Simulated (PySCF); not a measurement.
## How methods differ on the excitation energy of Sm²⁺

Sm²⁺ [Xe] 4f6 (7F) → Sm²⁺ [Xe] 4f5 6s1 (high-spin determinant), as a difference of total energies. Calculation: PySCF 2.14, in x2c-TZVPPall with one added diffuse shell each of s, p, d, f type (12s8p8d5f2g, 129 functions); scalar relativity by spin-free X2C-1e. Correlated levels: valence: [Kr] 4d10 frozen; valence and next inner shell: [Ar] 3d10 frozen. The calculations carry no spin-orbit coupling.

```json
{"method": "UHF", "excitation energy (cm⁻¹)": "26986"}
{"method": "PBE", "excitation energy (cm⁻¹)": "46407"}
{"method": "PBE0", "excitation energy (cm⁻¹)": "43274"}
{"method": "r2SCAN", "excitation energy (cm⁻¹)": "44724"}
{"method": "MP2 (valence)", "excitation energy (cm⁻¹)": "38531"}
{"method": "SCS-MP2 (valence)", "excitation energy (cm⁻¹)": "32682"}
{"method": "MP2 (valence and next inner shell)", "excitation energy (cm⁻¹)": "40931"}
```

Problem. Estimate what SCS-MP2 (valence and next inner shell) gives.

Solution. 35124 cm⁻¹, closest to SCS-MP2 (valence) among the rows shown.

Problem. Estimate what LDA gives.

Solution. 48651 cm⁻¹, closest to PBE among the rows shown.

A first-order spin-orbit estimate (lowest level to lowest level, LS coupling) adds -0.196 eV.

The determinant of the upper state mixes LS terms, which raises its energy above the lowest term, most at the Hartree-Fock and MP2 levels.
